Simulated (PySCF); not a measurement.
Atoms are numbered as in `[N:1]#[C:2][CH2:3][CH:4]1[CH2:5][SiH2:6][CH2:7]1` (H(Xn): hydrogen on atom n). Ha(C5), Ha(Si6), Ha(C7) are cis to C3 on the ring; Hb(C5), Hb(Si6), Hb(C7) are trans to C3 on the ring.

Geometry: PBE0-D3(BJ)/def2-SVP; GIAO absolute shieldings from PySCF 2.14, gas phase, non-relativistic, averaged over equivalent atoms.

At PBE0/pcSseg-1 (171 basis functions, 31 s wall time on 1 thread of an Intel Xeon Platinum 8259CL, shared host):
```json
{"atoms": "N1", "σ (ppm)": "-39.0"}
{"atoms": "C2", "σ (ppm)": "61.3"}
{"atoms": "C4", "σ (ppm)": "149.1"}
{"atoms": "C3", "σ (ppm)": "154.7"}
{"atoms": "C5/C7", "σ (ppm)": "167.0"}
{"atoms": "Si6", "σ (ppm)": "390.8"}
{"atoms": "Ha(Si6)", "σ (ppm)": "26.54"}
{"atoms": "Hb(Si6)", "σ (ppm)": "26.61"}
{"atoms": "H(C4)", "σ (ppm)": "28.78"}
{"atoms": "H(C3)", "σ (ppm)": "29.22"}
{"atoms": "Hb(C5)/Hb(C7)", "σ (ppm)": "29.84"}
{"atoms": "Ha(C5)/Ha(C7)", "σ (ppm)": "30.42"}
```

Problem. Estimate the result of repeating the calculation with mPW1PW91/pcSseg-1.

Solution. 
```csv
atoms,σ at mPW1PW91/pcSseg-1,change
N1,-39.7,-0.7
C2,60.6,-0.7
C4,148.4,-0.7
C3,154.0,-0.7
C5/C7,166.1,-0.9
Si6,388.5,-2.3
Ha(Si6),26.63,+0.09
Hb(Si6),26.70,+0.09
H(C4),28.85,+0.07
H(C3),29.27,+0.05
Hb(C5)/Hb(C7),29.90,+0.06
Ha(C5)/Ha(C7),30.48,+0.06
```

The largest change is at Si6 (silicon bonded to 2 C, 2 H, in a 4-membered ring). Cost: 171 basis functions, 27 s wall time on 1 thread of an Intel Xeon Platinum 8259CL, shared host. The order of the carbon signals is the same at both levels.
